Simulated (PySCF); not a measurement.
These 2 structures share the formula C7H8ClF3. The calculation used PBE0-D3(BJ)/def2-SVP geometry optimisation, gas phase in PySCF 2.14.0. One conformer each; no zero-point energy, no entropy. No frequencies were run at this level. Point groups hold within 0.08 Å.

**Question.** Rank from lowest to highest electronic energy at this level (kJ/mol).
A. `[F:1][C:2]([F:3])=[C:4]([F:5])[C@@H:6]1[CH2:7][CH2:8][C@H:9]([Cl:10])[CH2:11]1` with C2–C4–C6–C7 -126°, C4–C6–C7–C8 -118°, C6–C7–C8–C9 -29°, C7–C8–C9–Cl10 165°, C8–C9–C11–C6 -40°
B. `[F:1][C:2]([F:3])([F:4])[C:5]1=[C:6]([Cl:7])[CH2:8][CH2:9][CH2:10][CH2:11]1` with C5–C6–C8–C9 -12°, C6–C8–C9–C10 44°, C8–C9–C10–C11 -62°, C9–C10–C11–C5 46°

**Answer.** B (0.0), A (115.2).

```tsv
SMILES	E (Eh)	E rel (kJ/mol)	dipole (D)	point group	A, B, C (MHz)
FC(F)(F)C1=C(Cl)CCCC1	-1029.99730	0.0	3.51	C1	1233, 869.5, 573.8
FC(F)=C(F)[C@@H]1CC[C@H](Cl)C1	-1029.95342	115.2	2.04	C1	2186, 405.0, 403.5
```
